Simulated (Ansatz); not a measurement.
Born–Oppenheimer molecular dynamics of B₂ClFH₂ (6 atoms, charge 0, multiplicity 1). It starts from a relaxed structure.

Theory: RKS PBE-D4/def2-SVP (Ansatz 0.2.0).

```json
{
  "ensemble": "NVT, Langevin thermostat",
  "time step": "0.5 fs",
  "steps asked": "150",
  "set temperature": "300 K",
  "friction": "0.05 /fs",
  "seed": "845978"
}
```

First frame:

```xyz
6
Properties=species:S:1:pos:R:3
F 1.420 -1.329 -0.294
B 0.805 -0.145 -0.367
B -0.636 0.180 0.478
Cl -2.156 -0.109 -0.364
H 1.338 0.688 -1.095
H -0.730 0.650 1.596
```

(1) How far do the bonds stretch over the last three quarters of this one trajectory? (Pairs bonded in most of those frames.)

Answers

(1) 
```json
{"bond": "F1–B2", "mean (Å)": "1.345", "spread (Å)": "0.019", "shortest": "1.31", "longest": "1.37"}
{"bond": "B2–B3", "mean (Å)": "1.703", "spread (Å)": "0.050", "shortest": "1.63", "longest": "1.78"}
{"bond": "B2–H5", "mean (Å)": "1.234", "spread (Å)": "0.026", "shortest": "1.19", "longest": "1.28"}
{"bond": "B3–Cl4", "mean (Å)": "1.765", "spread (Å)": "0.014", "shortest": "1.74", "longest": "1.79"}
{"bond": "B3–H6", "mean (Å)": "1.224", "spread (Å)": "0.029", "shortest": "1.16", "longest": "1.28"}
```

Mean temperature of the second half: 343 K. The mean temperature of the second half is 14 % above the set value. A run of 0.075 ps of so small a system gives no equilibrium averages.

Run time: 3.8 min on 1 CPU thread of a shared host.
